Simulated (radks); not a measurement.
Results of a calculation; reference values are marked as such.
All-electron atom: Fe2+ in [Ar] 3d3 4p3 (not the ground configuration).

Level of theory: scalar-relativistic Kohn-Sham, SCAN, spin-polarised, spherical densities, finite nucleus; open shells are filled with parallel spins first; meta-GGA in the generalised Kohn-Sham scheme; Fermi nuclear charge, rms radius 3.7377 fm (a radial shooting solver on a logarithmic mesh with Libxc functionals).

Energy parts (eV):
| part | energy |
|---|---|
| total | -34557.563 |
| kinetic | 34976.569 |
| electron-nucleus | -81592.131 |
| Hartree | 13541.199 |
| exchange-correlation | -1483.201 |

Orbitals (lengths in bohr, moments of r in powers of bohr; r(max) is where P^2 peaks):
1s up: occ. 1; eigenvalue (eV) -7071.275; <r^4> 0.00005454; r(max) 0.03828; <r> 0.05848
1s down: occ. 1; eigenvalue (eV) -7071.023; <r^4> 0.00005453; r(max) 0.03828; <r> 0.05848
2s up: occ. 1; eigenvalue (eV) -881.1174; <r^4> 0.01233; r(max) 0.2222; <r> 0.2666
2s down: occ. 1; eigenvalue (eV) -878.2778; <r^4> 0.01219; r(max) 0.2220; <r> 0.2660
2p up: occ. 3; eigenvalue (eV) -756.4144; <r^4> 0.009495; r(max) 0.1801; <r> 0.2357
2p down: occ. 3; eigenvalue (eV) -754.1503; <r^4> 0.009361; r(max) 0.1799; <r> 0.2350
3s up: occ. 1; eigenvalue (eV) -145.0361; <r^4> 0.7859; r(max) 0.6909; <r> 0.7842
3s down: occ. 1; eigenvalue (eV) -139.2287; <r^4> 0.8082; r(max) 0.6933; <r> 0.7900
3p up: occ. 3; eigenvalue (eV) -108.7710; <r^4> 1.013; r(max) 0.6990; <r> 0.8153
3p down: occ. 3; eigenvalue (eV) -102.9976; <r^4> 1.033; r(max) 0.7026; <r> 0.8212
3d up: occ. 3; eigenvalue (eV) -51.9238; <r^4> 2.030; r(max) 0.6630; <r> 0.8904
4p up: occ. 3; eigenvalue (eV) -22.4053; <r^4> 67.36; r(max) 2.166; <r> 2.436

The highest occupied level is 4p up at -22.405 eV. Summed over all electrons, <r^2> = 29.73 bohr^2, which gives a Langevin (diamagnetic) susceptibility term of -23.5 x 10^-6 cm^3/mol. The spin density at the nucleus is -0.332 e/bohr^3 (1s -0.268, 2s -2.697, 3s 2.633). The density falls to 0.001 e/bohr^3 at r = 4.10 bohr. The electron density at the nucleus is 1.52e+04 e/bohr^3 (large components only). Spin moment in Bohr magnetons: 6.

Empty levels of this run are not shown, since the potential may be unsettled where no density lies.
